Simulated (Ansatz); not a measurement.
`CNB(C)[SiH3]` + `CNC` → `CN(C)[SiH3]` + `CBNC` at 600 K and 1 bar (cleavage of the Si–B bond).

Computed with Ansatz on PBE0-D4/def2-TZVP structures; ΔE is electronic, products minus reactants. CCSD(T)/CBS adds triple-zeta CCSD(T) − MP2 to the extrapolated MP2 energy (def2 sets, frozen cores). One conformer a species, not always the lowest.

| species | CCSD(T)/CBS energy (Eh) | H − E (kJ/mol) | S (J/(mol·K)) |
| --- | --- | --- | --- |
| `CNB(C)[SiH3]` | -450.73419 | 394.5 | 491.4 |
| `CNC` | -135.00321 | 284.6 | 333.5 |
| `CN(C)[SiH3]` | -425.29981 | 342.8 | 421.1 |
| `CBNC` | -160.46148 | 330.9 | 390.3 |

H − E and S are ideal-gas, rigid-rotor, harmonic terms from PBE0-D4/def2-TZVP, for one conformer and one mirror image of each species. 1 Eh = 2625.50 kJ/mol, R = 8.31446 J/(mol·K).

Question: By hand: ΔE, ΔH, ΔS and ΔG.

Answer: ΔE = (-425.29981) + (-160.46148) − (-450.73419) − (-135.00321) = -0.02389 Eh = -62.7 kJ/mol. Δ(H − E) = 342.8 + 330.9 − 394.5 − 284.6 = -5.4, so ΔH = -68.1 kJ/mol. ΔS = 421.1 + 390.3 − 491.4 − 333.5 = -13.5 J/(mol·K). ΔG = -68.1 − 600 × (-13.5)/1000 = -60.0 kJ/mol.

Question: By hand: the equilibrium constant, and the temperature at which ΔG would vanish if ΔH and ΔS stayed fixed.

Answer: log₁₀ K = −ΔG/(RT ln 10) = 5.2. ΔG = 0 at ΔH/ΔS = 5044 K, far beyond where these terms or the molecules hold.

The number of gas molecules stays the same, so ΔS is small and ΔH decides. A doubt of 5 kJ/mol in ΔE shifts log₁₀ K by 0.4 here. Other conformers and mirror images would add mixing entropy, several J/(mol·K) or more a flexible species. Modes under 60 cm⁻¹, often nearly free rotors, make the harmonic entropy too high. These are equilibria of isolated gas molecules and say nothing of rates. Largest T1 diagnostic: 0.013 (customary marks: 0.02 for closed shells, 0.045 for open ones).
